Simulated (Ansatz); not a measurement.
```xyz
29

C     1.594   -0.827   -3.486
C     0.241   -0.842   -2.797
C     0.160   -1.879   -1.688
C    -1.197   -1.912   -0.995
C    -1.572   -0.612   -0.338
O    -2.605   -0.020   -0.507
O    -0.604   -0.182    0.483
C    -0.859    1.050    1.160
C     0.327    1.370    2.044
C     0.129    2.742    2.671
C     0.539    0.300    3.104
H     1.633   -0.077   -4.278
H     1.817   -1.798   -3.937
H     2.395   -0.603   -2.775
H     0.031    0.151   -2.382
H    -0.549   -1.034   -3.531
H     0.941   -1.686   -0.947
H     0.362   -2.872   -2.103
H    -1.996   -2.151   -1.700
H    -1.198   -2.684   -0.218
H    -1.777    0.953    1.749
H    -1.028    1.835    0.417
H     1.215    1.405    1.400
H    -0.761    2.755    3.308
H     0.009    3.520    1.912
H     0.984    3.010    3.294
H    -0.327    0.244    3.772
H     1.416    0.526    3.715
H     0.683   -0.683    2.654
```

The species carries charge 0 and has multiplicity 1.

Task: List the B3LYP/def2-TZVPP orbital energies in eV (the Gaussian-basis code of Ansatz). (Best estimate.)

Result: Computed: Occupied: -521.65, -519.98, -280.13, -278.22, -277.07, -277.06, -276.85, -276.71, -276.66, -276.52, -276.51, -30.24, -27.76, -22.50, -22.07, -20.58, -19.21, -18.87, -17.81, -16.24, -15.76, -15.50, -13.72, -13.57, -13.07, -12.70, -12.53, -11.98, -11.85, -11.66, -11.12, -10.81, -10.66, -10.42, -10.20, -9.96, -9.53, -9.48, -9.30, -9.16, -9.07, -9.01, -8.37, -7.48. Lowest empty: 0.14, 0.63, 1.04, 1.34, 1.63, 1.69, 1.97, 2.20.

B3LYP here is the variant with VWN-RPA as its local correlation; programs differ in this.
